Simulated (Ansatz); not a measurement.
Two isomers of CH8GeOSi: A = `O[SiH2][CH2][GeH3]`, B = `O[CH2][GeH2][SiH3]`.

Calculated with Ansatz (gas phase, PBE0-D4/def2-TZVP geometries, no zero-point term in ΔE). CBS: MP2 limit from def2 TZ/QZ plus the TZ coupled-cluster correction, frozen cores. DFT in def2-TZVPP. B3LYP here is the variant with VWN-RPA as its local correlation; programs differ in this. For Ge outer-core shells are correlated without core-valence functions, which leaves a few kJ/mol of doubt a bond. Scalar relativity is left out up to krypton. One conformer a species, not always the lowest.

A:

```xyz
12

O     0.6584    1.5595    1.3234
Si    0.9844   -0.0432    1.0984
C     0.3713   -0.6606   -0.5471
Ge   -1.4609   -0.0979   -0.9643
H     1.1634    2.1987    0.8206
H     2.4502   -0.2928    1.2184
H     0.2676   -0.7415    2.1929
H     1.0250   -0.3236   -1.3570
H     0.4018   -1.7552   -0.5458
H    -1.4870    1.4013   -1.3031
H    -1.9915   -0.8870   -2.1756
H    -2.3827   -0.3576    0.2393
```

B:

Z-matrix (Å, degrees):
```
C
Ge 1 1.973
O 1 1.414 2 108.3
H 1 1.098 2 108.4 3 -121.7
H 1 1.098 2 108.4 3 121.7
Si 2 2.383 1 109.9 3 -179.8
H 2 1.539 1 109.0 3 59.4
H 2 1.539 1 109.0 3 -59.0
H 3 0.961 1 108.7 2 -180.0
H 6 1.487 2 110.6 1 -180.0
H 6 1.488 2 110.4 1 -59.8
H 6 1.488 2 110.4 1 59.9
```

Which isomer does CCSD(T)/CBS put lower? Give the gap. (Best estimate.)

Ansatz gave: A, by 45.9 kcal/mol.

Give E(B) − E(A) in kcal/mol with r2SCAN-D4, PBE-D4, PBE0-D4, B2PLYP, MP2/def2-TZVPP, B3LYP, HF/def2-TZVPP. (An estimate is asked.)

Ansatz gave: r2SCAN-D4 44.5, PBE-D4 39.8, PBE0-D4 42.1, B2PLYP 45.2, MP2/def2-TZVPP 48.5, B3LYP 42.7, HF/def2-TZVPP 47.3. None reverses the order clearly.

Largest T1 diagnostic: 0.011.

From PBE to PBE0 (25 % exact exchange), in def2-TZVPP and without D4, E(B) − E(A) moves by +2.4 kcal/mol. The D4 term adds +0.8 kcal/mol with B3LYP and +0.4 kcal/mol with PBE0; it sums over pairs of atoms, weighted by their polarisabilities, and B3LYP, whose exchange is more repulsive, gets the larger term.
